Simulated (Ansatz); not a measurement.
Total energies of (H2Al-mu-OH)2 (Al2O2H6) from Ansatz at PBE-D4/def2-TZVPD, gas phase (1 Eh = 27.2114 eV = 2625.5 kJ/mol). The reference geometry is relaxed at r2SCAN-D4/def2-SVP.

```
atom   x (Å)   y (Å)   z (Å)
 Al1  -0.896  -1.005   0.486
  H2  -2.318  -1.166  -0.203
  H3  -0.437  -1.924   1.698
  O4  -0.413   0.770   0.831
 Al5   0.896   1.005  -0.486
  H6   2.319   1.166   0.203
  H7   0.436   1.924  -1.698
  O8   0.413  -0.770  -0.831
  H9  -0.414   1.191   1.699
 H10   0.414  -1.191  -1.698
```

```json
{"state": "charge 0 singlet", "geometry": "reference", "energy (Eh)": "-638.71030"}
{"state": "charge -1 doublet", "geometry": "reference", "energy (Eh)": "-638.70681"}
{"state": "free Al atom (doublet)", "geometry": "–", "energy (Eh)": "-242.22767"}
{"state": "free H atom (doublet)", "geometry": "–", "energy (Eh)": "-0.49962"}
{"state": "free O atom (triplet)", "geometry": "–", "energy (Eh)": "-75.01069"}
```

**Question.** Work out the vertical electron affinity, to the doublet.

**Answer.** E(charge 0 singlet) − E(charge -1 doublet) = -638.71030 − (-638.70681) = -0.00349 Eh = -0.09 eV; so near zero that its sign isn't settled.

**Question.** What is the binding energy per atom against free atoms?

**Answer.** Atoms: 2 × (-242.22767) + 6 × (-0.49962) + 2 × (-75.01069) = -637.47444 Eh. Binding: -637.47444 − (-638.71030) = 1.23586 Eh = 33.63 eV, or 3.36 eV for each of 10 atoms (no zero-point energy, no counterpoise term).

At PBE-D4/def2-TZVPD the highest occupied level of the charge -1 doublet lies above zero (up to 1.73 eV). Energy differences put its binding near zero (-0.09 eV; vertical, to the charge 0 singlet, at PBE-D4/def2-TZVPD), which leaves it undecided.
